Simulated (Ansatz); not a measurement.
Ansatz (an electronic-structure program) input (r2SCAN/def2-TZVP):

Ansatz 0.2 input:
```yaml
crystal:
  periodic: [false, false, false]
  atoms:
    - {symbol: Se, position_ang: [-0.00000000, -0.00000000, -0.04214025]}
    - {symbol: H, position_ang: [0.00000000, 0.00000000, 1.43276842]}
basis:
  gaussian:
    orbitals: def2-TZVP
hamiltonian:
  xc: {name: r2SCAN}
magnetization: {spin_polarized: true, initial_magnetization: 1}
relax: {f_tol: 0.003, max_steps: 100}
```

End of the output:

```
the calculation of the forces begins
reference -65364.49981595 eV, -2402.1010625870 hartree; 18, 17 occupied and 36, 37 virtual orbitals, 431 factors
relax step   1: F+E_penalty+E_count = -65364.49980779 eV  Δ(F+E_penalty+E_count) = +0.000e0 eV  max|allowed force component| = 1.009e-1 eV/Å  Δτ_max = 0.0000 Å  (49 SCF iters, accepted)
these checks for a lower state are left out or cut short: starts, cluster_reference, orbital_swaps, neighbouring_geometries, increment
integrals: 0.01 GiB planned
431 factors; their error is unknown
mean field: 0.14 GiB planned
mean field evaluation 32: about -65364.5000 eV, gradient 1.7e-5 eV
mean field -65364.50004077 eV, -2402.1010708488 hartree, gradient 1.7e-5 eV, S^2 0.755169; 0 other end points of the search recorded, 0 dependent functions left out
the calculation of the forces begins
reference -65364.50004893 eV, -2402.1010711488 hartree; 18, 17 occupied and 36, 37 virtual orbitals, 431 factors
relax step   2: F+E_penalty+E_count = -65364.50004077 eV  Δ(F+E_penalty+E_count) = -2.330e-4 eV  max|allowed force component| = 1.679e-2 eV/Å  Δτ_max = 0.0020 Å  (34 SCF iters, accepted)
these checks for a lower state are left out or cut short: starts, cluster_reference, orbital_swaps, neighbouring_geometries, increment
integrals: 0.01 GiB planned
431 factors; their error is unknown
mean field: 0.14 GiB planned
mean field -65364.50004732 eV, -2402.1010710896 hartree, gradient 6.2e-5 eV, S^2 0.755167; 0 other end points of the search recorded, 0 dependent functions left out
the calculation of the forces begins
reference -65364.50005548 eV, -2402.1010713895 hartree; 18, 17 occupied and 36, 37 virtual orbitals, 431 factors
relax step   3: F+E_penalty+E_count = -65364.50004732 eV  Δ(F+E_penalty+E_count) = -6.551e-6 eV  max|allowed force component| = 5.268e-5 eV/Å  Δτ_max = 0.0004 Å  (24 SCF iters, accepted)
integrals: 0.01 GiB planned
431 factors; their error is unknown
mean field: 0.14 GiB planned
mean field -65364.50004732 eV, -2402.1010710896 hartree, gradient 6.2e-5 eV, S^2 0.755167; 2 other end points of the search recorded, 0 dependent functions left out
the calculation of the forces begins
reference -65364.50005548 eV, -2402.1010713895 hartree; 18, 17 occupied and 36, 37 virtual orbitals, 431 factors
Total energy: -65364.50005548 eV, -2402.1010713895 hartree
Atom 0 at     0.000000     0.000000    -0.039773 Å, force     0.000000     0.000000    -0.000053 eV/Å
Atom 1 at    -0.000000    -0.000000     1.430401 Å, force    -0.000000     0.000000     0.000053 eV/Å
Dipole moment:    -0.000000    -0.000000     0.126772 e Å
```
